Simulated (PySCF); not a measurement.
C₄H₈BN, SMILES C1=CCB(C1)N. Atoms are numbered in the order given.

```xyz
14

N      0.0000     0.0000     2.1902
B      0.0000     0.0000     0.7954
C      0.0000    -1.2941    -0.1433
C      0.0000    -0.6714    -1.5235
C      0.0000     0.6714    -1.5235
C      0.0000     1.2941    -0.1433
H      0.0000     0.8469     2.7464
H      0.0000    -0.8469     2.7464
H     -0.8791    -1.9479     0.0202
H      0.8791    -1.9479     0.0202
H      0.0000    -1.2708    -2.4402
H      0.0000     1.2708    -2.4402
H     -0.8791     1.9479     0.0202
H      0.8791     1.9479     0.0202
```
Charge 0, spin multiplicity 1.

Coordinates come from a B3LYP-D3(BJ)/def2-SVP optimisation. The structure was generated by enumeration, and PubChem lists no compound with its InChIKey, so it may never have been made. The values are those of a single conformer.

Calculation: HF/pcSseg-1 (PySCF).

GIAO shieldings, no solvent; atoms alike by connectivity are averaged. δ = σ(ref) − σ: ¹⁵N against NH3 (σ = 267.3 ppm); ¹¹B against BF3 (σ = 102.7 ppm); ¹³C against TMS (σ = 192.6 ppm); ¹H against TMS (σ = 31.99 ppm), references at their B3LYP-D3(BJ)/def2-TZVP geometries, non-relativistic.

Computed chemical shifts:
```json
[
 {"nucleus": "¹⁵N", "atoms": "N1", "count": "1", "δ (ppm)": "83.9"},
 {"nucleus": "¹¹B", "atoms": "B2", "count": "1", "δ (ppm)": "41.7"},
 {"nucleus": "¹³C", "atoms": "C4, C5", "count": "2", "δ (ppm)": "145.1"},
 {"nucleus": "¹³C", "atoms": "C3, C6", "count": "2", "δ (ppm)": "21.8"},
 {"nucleus": "¹H", "atoms": "H11, H12", "count": "2", "δ (ppm)": "6.38"},
 {"nucleus": "¹H", "atoms": "H7, H8", "count": "2", "δ (ppm)": "3.92"},
 {"nucleus": "¹H", "atoms": "H9, H10, H13, H14", "count": "4", "δ (ppm)": "1.67"}
]
```
